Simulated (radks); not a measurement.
The numbers below are computed, except where a source is named.
All-electron atom: Re II in [Xe] 4f14 5d2.5 6s1 6p2.5 (fractional occupations, a model configuration).

Code: a radial shooting solver on a logarithmic mesh with Libxc functionals. Model: Dirac Kohn-Sham, PBE, spin-unpolarised, spherical densities, point nucleus; open shells are shared between the two j in proportion to 2j + 1.

Energy parts (hartree):
total: -16716.6724
kinetic: 18909.8407
electron-nucleus: -41776.4331
Hartree: 6482.1032
exchange-correlation: -332.1832

Orbitals (lengths in bohr, moments of r in powers of bohr; <r^-3> diverges for s and p1/2; r(max) is where P^2 peaks):
[
 {"orbital": "1s1/2", "occ.": "2", "eigenvalue (hartree)": "-2630.608", "<r^-3>": "-", "<r>": "0.01803", "<r^2>": "0.0004477", "r(max)": "0.01123", "small-component weight": "8.03e-02"},
 {"orbital": "2s1/2", "occ.": "2", "eigenvalue (hartree)": "-456.3596", "<r^-3>": "-", "<r>": "0.07557", "<r^2>": "0.006816", "r(max)": "0.06471", "small-component weight": "1.82e-02"},
 {"orbital": "2p1/2", "occ.": "2", "eigenvalue (hartree)": "-436.6415", "<r^-3>": "-", "<r>": "0.06246", "<r^2>": "0.004859", "r(max)": "0.04802", "small-component weight": "1.83e-02"},
 {"orbital": "2p3/2", "occ.": "4", "eigenvalue (hartree)": "-383.7283", "<r^-3>": "17100", "<r>": "0.07054", "<r^2>": "0.006057", "r(max)": "0.05496", "small-component weight": "1.65e-02"},
 {"orbital": "3s1/2", "occ.": "2", "eigenvalue (hartree)": "-106.1938", "<r^-3>": "-", "<r>": "0.1969", "<r^2>": "0.04446", "r(max)": "0.1822", "small-component weight": "6.02e-03"},
 {"orbital": "3p1/2", "occ.": "2", "eigenvalue (hartree)": "-97.40642", "<r^-3>": "-", "<r>": "0.1870", "<r^2>": "0.04075", "r(max)": "0.1705", "small-component weight": "5.96e-03"},
 {"orbital": "3p3/2", "occ.": "4", "eigenvalue (hartree)": "-85.91481", "<r^-3>": "3891", "<r>": "0.2019", "<r^2>": "0.04730", "r(max)": "0.1847", "small-component weight": "5.43e-03"},
 {"orbital": "3d3/2", "occ.": "4", "eigenvalue (hartree)": "-71.18454", "<r^-3>": "674.2", "<r>": "0.1765", "<r^2>": "0.03659", "r(max)": "0.1445", "small-component weight": "5.32e-03"},
 {"orbital": "3d5/2", "occ.": "6", "eigenvalue (hartree)": "-68.69045", "<r^-3>": "570.6", "<r>": "0.1811", "<r^2>": "0.03838", "r(max)": "0.1485", "small-component weight": "5.17e-03"},
 {"orbital": "4s1/2", "occ.": "2", "eigenvalue (hartree)": "-22.72304", "<r^-3>": "-", "<r>": "0.4404", "<r^2>": "0.2192", "r(max)": "0.4130", "small-component weight": "1.99e-03"},
 {"orbital": "4p1/2", "occ.": "2", "eigenvalue (hartree)": "-19.05882", "<r^-3>": "-", "<r>": "0.4450", "<r^2>": "0.2256", "r(max)": "0.4125", "small-component weight": "1.90e-03"},
 {"orbital": "4p3/2", "occ.": "4", "eigenvalue (hartree)": "-16.37833", "<r^-3>": "908.5", "<r>": "0.4784", "<r^2>": "0.2605", "r(max)": "0.4423", "small-component weight": "1.70e-03"},
 {"orbital": "4d3/2", "occ.": "4", "eigenvalue (hartree)": "-10.37007", "<r^-3>": "138.6", "<r>": "0.4934", "<r^2>": "0.2822", "r(max)": "0.4382", "small-component weight": "1.50e-03"},
 {"orbital": "4d5/2", "occ.": "6", "eigenvalue (hartree)": "-9.87493", "<r^-3>": "114.8", "<r>": "0.5048", "<r^2>": "0.2952", "r(max)": "0.4476", "small-component weight": "1.45e-03"},
 {"orbital": "4f5/2", "occ.": "6", "eigenvalue (hartree)": "-2.31207", "<r^-3>": "21.61", "<r>": "0.5744", "<r^2>": "0.4090", "r(max)": "0.4144", "small-component weight": "1.05e-03"},
 {"orbital": "4f7/2", "occ.": "8", "eigenvalue (hartree)": "-2.21958", "<r^-3>": "20.58", "<r>": "0.5830", "<r^2>": "0.4216", "r(max)": "0.4193", "small-component weight": "1.03e-03"},
 {"orbital": "5s1/2", "occ.": "2", "eigenvalue (hartree)": "-3.82130", "<r^-3>": "-", "<r>": "1.029", "<r^2>": "1.188", "r(max)": "0.9368", "small-component weight": "4.63e-04"},
 {"orbital": "5p1/2", "occ.": "2", "eigenvalue (hartree)": "-2.70178", "<r^-3>": "-", "<r>": "1.122", "<r^2>": "1.421", "r(max)": "0.9994", "small-component weight": "3.89e-04"},
 {"orbital": "5p3/2", "occ.": "4", "eigenvalue (hartree)": "-2.28409", "<r^-3>": "139.8", "<r>": "1.215", "<r^2>": "1.669", "r(max)": "1.079", "small-component weight": "3.36e-04"},
 {"orbital": "5d3/2", "occ.": "1", "eigenvalue (hartree)": "-0.79951", "<r^-3>": "12.26", "<r>": "1.638", "<r^2>": "3.120", "r(max)": "1.333", "small-component weight": "1.86e-04"},
 {"orbital": "5d5/2", "occ.": "1.5", "eigenvalue (hartree)": "-0.75680", "<r^-3>": "9.962", "<r>": "1.686", "<r^2>": "3.308", "r(max)": "1.368", "small-component weight": "1.76e-04"},
 {"orbital": "6s1/2", "occ.": "1", "eigenvalue (hartree)": "-0.63539", "<r^-3>": "-", "<r>": "2.616", "<r^2>": "7.677", "r(max)": "2.330", "small-component weight": "7.91e-05"},
 {"orbital": "6p1/2", "occ.": "0.833333", "eigenvalue (hartree)": "-0.40634", "<r^-3>": "-", "<r>": "3.129", "<r^2>": "11.04", "r(max)": "2.741", "small-component weight": "5.47e-05"},
 {"orbital": "6p3/2", "occ.": "1.66667", "eigenvalue (hartree)": "-0.35909", "<r^-3>": "15.90", "<r>": "3.381", "<r^2>": "12.87", "r(max)": "2.966", "small-component weight": "4.74e-05"}
]

The highest occupied level is 6p3/2 at -9.771 eV. Summed over all electrons, <r^2> = 69.75 bohr^2, which gives a Langevin (diamagnetic) susceptibility term of -55.2 x 10^-6 cm^3/mol. The density falls to 0.001 e/bohr^3 at r = 4.88 bohr.
